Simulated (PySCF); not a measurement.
# Tb⁴⁷⁺: ionisation energy

Tb⁴⁷⁺ [Ar] → Tb⁴⁸⁺ [Ne] 3s2 3p5 [3p1/2^2 3p3/2^3, M_J = 3/2], as a difference of total energies. All numbers are calculated (PySCF 2.14, the two-component X2C-1e Hamiltonian, in an uncontracted even-tempered set (18 s from 12 bohr⁻², ratio 2.4; 14 p from 15 bohr⁻², ratio 2.4; 4 d from 58 bohr⁻², ratio 2.6; 4 f from 87 bohr⁻², ratio 2.6)). Correlated levels: 1s2 frozen; the 54 highest virtual spinors dropped. "Screened" scales the spin-orbit matrix elements by Boettger's factors to mimic the two-electron term; Breit and QED terms are absent.

| method | ionisation energy (eV) |
| --- | --- |
| GHF (spin-free) | 4199.2 |
| GMP2 (spin-free) | 4200.1 |
| GHF (screened spin-orbit) | 4141.8 |
| GMP2 (screened spin-orbit) | 4142.7 |

Breit and QED terms and the two-electron picture change are absent.

The spin-free rows lack the spin-orbit shift.

For comparison: 4139 ± 4 eV (theoretical estimate listed by NIST; NIST Atomic Spectra Database, ionization energies).
